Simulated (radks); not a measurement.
Q: Species: Pb72+. Configuration: [Ne] (the NIST ground configuration). All-electron calculation, Dirac Kohn-Sham, PBE, spin-unpolarised, spherical densities, finite nucleus; Fermi nuclear charge, rms radius 5.5012 fm. Program: a radial shooting solver on a logarithmic mesh with Libxc functionals. Some entries of the table are withheld. Estimate them.

orbital  occ.  eigenvalue (hartree)  <r> (bohr)
1s1/2       2                   (1)         (2)
2s1/2       2             -816.8221     0.06590
2p1/2       2             -798.1135         (3)
2p3/2       4             -714.7588         (4)
3s1/2       0             -339.5519      0.1584
3p1/2       0             -333.2052         (5)
3p3/2       0             -309.9858         (6)
3d3/2       0             -302.6669         (7)
3d5/2       0             -297.2005         (8)

A: 
(1) 1s1/2 eigenvalue (hartree): -3486.047
(2) 1s1/2 <r> (bohr): 0.01604
(3) 2p1/2 <r> (bohr): 0.05395
(4) 2p3/2 <r> (bohr): 0.06249
(5) 3p1/2 <r> (bohr): 0.1478
(6) 3p3/2 <r> (bohr): 0.1602
(7) 3d3/2 <r> (bohr): 0.1362
(8) 3d5/2 <r> (bohr): 0.1400
